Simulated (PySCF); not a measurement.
**`CO[C@H](C)CC[SiH2]P`: 4 charge schemes on one density**

Species: C5H15OPSi.
Geometry (GFN2-xTB, Å), atoms numbered from 1 in this order:
```
atom  x, y, z in Å
C1    -2.027    1.065    0.930
O2    -1.937   -0.267    0.492
C3    -1.357   -0.443   -0.788
C4    -1.606   -1.896   -1.183
C5     0.141   -0.089   -0.807
C6     0.931   -0.835    0.266
Si7    2.548    0.048    0.744
P8     1.980    2.200    1.054
H9    -2.505    1.699    0.172
H10   -2.643    1.049    1.827
H11   -1.046    1.489    1.178
H12   -1.871    0.220   -1.508
H13   -2.675   -2.088   -1.220
H14   -1.167   -2.559   -0.444
H15   -1.173   -2.099   -2.158
H16    0.539   -0.305   -1.800
H17    0.235    0.991   -0.647
H18    1.137   -1.854   -0.060
H19    0.298   -0.912    1.154
H20    3.574   -0.111   -0.297
H21    3.080   -0.476    2.006
H22    2.343    2.621   -0.212
H23    3.197    2.576    1.585
```

Density: PBE0/pcSseg-1 (PySCF); schemes: Mulliken, IAO, Hirshfeld and ESP-fitted. The structure is a single GFN2-xTB conformer in the gas phase; no vibrational or solvent corrections.

Question: Give the atomic charges in each scheme.

Answer: In e:

| atom | environment | Mulliken | IAO | Hirshfeld | ESP-fitted |
| --- | --- | --- | --- | --- | --- |
| C1 | methoxy carbon | -0.035 | -0.203 | -0.043 | +0.071 |
| O2 | ether oxygen | -0.510 | -0.398 | -0.132 | -0.381 |
| C3 | sp3 carbon bound to oxygen | -0.011 | +0.104 | +0.051 | +0.314 |
| C4 | methyl carbon | -0.212 | -0.423 | -0.126 | -0.544 |
| C5 | chain CH2 carbon | -0.252 | -0.264 | -0.078 | -0.106 |
| C6 | sp3 carbon bound to silicon | -0.524 | -0.536 | -0.163 | -0.153 |
| Si7 | SiH2 silicon | +0.463 | +0.583 | +0.288 | +0.439 |
| P8 | three-coordinate phosphorus | -0.288 | -0.124 | -0.011 | -0.322 |
| H9 | methyl hydrogen | +0.085 | +0.118 | +0.035 | +0.028 |
| H10 | methyl hydrogen | +0.118 | +0.157 | +0.049 | +0.071 |
| H11 | methyl hydrogen | +0.125 | +0.123 | +0.022 | -0.020 |
| H12 | methine hydrogen | +0.096 | +0.107 | +0.029 | +0.019 |
| H13 | methyl hydrogen | +0.122 | +0.150 | +0.042 | +0.147 |
| H14 | methyl hydrogen | +0.118 | +0.145 | +0.040 | +0.142 |
| H15 | methyl hydrogen | +0.107 | +0.139 | +0.043 | +0.148 |
| H16 | methylene hydrogen | +0.128 | +0.137 | +0.040 | +0.049 |
| H17 | methylene hydrogen | +0.132 | +0.116 | +0.022 | +0.045 |
| H18 | methylene hydrogen | +0.149 | +0.146 | +0.038 | +0.050 |
| H19 | methylene hydrogen | +0.166 | +0.157 | +0.034 | +0.076 |
| H20 | Si–H hydrogen | -0.056 | -0.122 | -0.083 | -0.144 |
| H21 | Si–H hydrogen | -0.055 | -0.111 | -0.079 | -0.114 |
| H22 | P–H hydrogen | +0.062 | -0.001 | -0.010 | +0.083 |
| H23 | P–H hydrogen | +0.072 | +0.002 | -0.009 | +0.103 |

Mean size of the charges over all atoms: IAO 0.190 e, Mulliken 0.169 e, ESP-fitted 0.155 e, Hirshfeld 0.064 e. Each set sums to the total charge, 0, to within 0.001 e. The IAO scheme counts the electrons in orthogonalised intrinsic atomic orbitals, a minimal basis polarised so that it spans the occupied orbitals exactly. The ESP scheme fits charges at the nuclei, held to the total charge, to the electrostatic potential on points at 1.4 to 2.0 times the van der Waals radii.

Lowest charge. The schemes don't all agree: Mulliken C6 (-0.524); IAO C6 (-0.536); Hirshfeld C6 (-0.163); ESP-fitted C4 (-0.544).

Highest charge. All schemes agree: Mulliken Si7 (+0.463); IAO Si7 (+0.583); Hirshfeld Si7 (+0.288); ESP-fitted Si7 (+0.439).

Question: How closely do the schemes follow one another over all atoms?

Answer: Correlation coefficient and root-mean-square difference: IAO with Hirshfeld 0.96, 0.158 e; Mulliken with IAO 0.94, 0.084 e; Mulliken with Hirshfeld 0.87, 0.151 e; IAO with ESP-fitted 0.81, 0.141 e; Hirshfeld with ESP-fitted 0.80, 0.148 e; Mulliken with ESP-fitted 0.77, 0.145 e.

Question: How many electrons does the Hirshfeld scheme count on Si7?

Answer: Z − q = 14 − (+0.288) = 13.712.
